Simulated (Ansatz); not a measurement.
Ansatz (a first-principles code) job for Ti(F)3(NH2) (F3H2NTi), SMILES [NH2][Ti]([F])([F])[F], multiplicity 1, PBE/def2-SVPD. Coordinates come from a PBE-D3(BJ)/def2-SVP optimisation. The multiplicity is an assumed one; no other spin state was optimised. The structure was generated by enumeration; whether it is a known compound was not checked. The values are those of a single conformer.

Ansatz 0.2 input:
```yaml
crystal:
  periodic: [false, false, false]
  atoms:
    - {symbol: Ti, position_ang: [0.04607027, 0.02348308, -0.00000000]}
    - {symbol: F, position_ang: [0.47322628, 0.86862534, -1.47638804]}
    - {symbol: F, position_ang: [0.47322633, 0.86862533, 1.47638804]}
    - {symbol: F, position_ang: [0.86770024, -1.53657943, -0.00000002]}
    - {symbol: N, position_ang: [-1.79934977, -0.23277323, 0.00000002]}
    - {symbol: H, position_ang: [-2.37273659, -0.34662810, -0.84357686]}
    - {symbol: H, position_ang: [-2.37273656, -0.34662811, 0.84357692]}
basis:
  gaussian:
    orbitals: def2-SVPD
hamiltonian:
  xc: {name: PBE}
```

Log of the run:

```
WARN ansatz: RAYON_NUM_THREADS=1 ignored (pool sized by the plan → 1); use --threads N
Functional definition: PBE
integrals: 0.08 GiB planned
1234 factors; their error is unknown
mean field: 0.48 GiB planned
mean field evaluation 1: about -32756.0284 eV, gradient 9.2e1 eV
mean field evaluation 2: about -32385.3953 eV, gradient 4.6e2 eV
mean field evaluation 4: about -32766.1485 eV, gradient 5.5e1 eV
mean field evaluation 8: about -32771.2313 eV, gradient 7.6e-1 eV
mean field evaluation 16: about -32771.1967 eV, gradient 3.3e-4 eV
mean field -32771.19668637 eV, -1204.3192651091 hartree, gradient 5.1e-5 eV, S^2 0.000000; 0 other end points of the search recorded, 0 dependent functions left out
reference -32771.19674395 eV, -1204.3192672251 hartree; 29, 29 occupied and 110, 110 virtual orbitals, 1234 factors
Total energy: -32771.19674395 eV, -1204.3192672251 hartree
```

Self-consistency was reached.
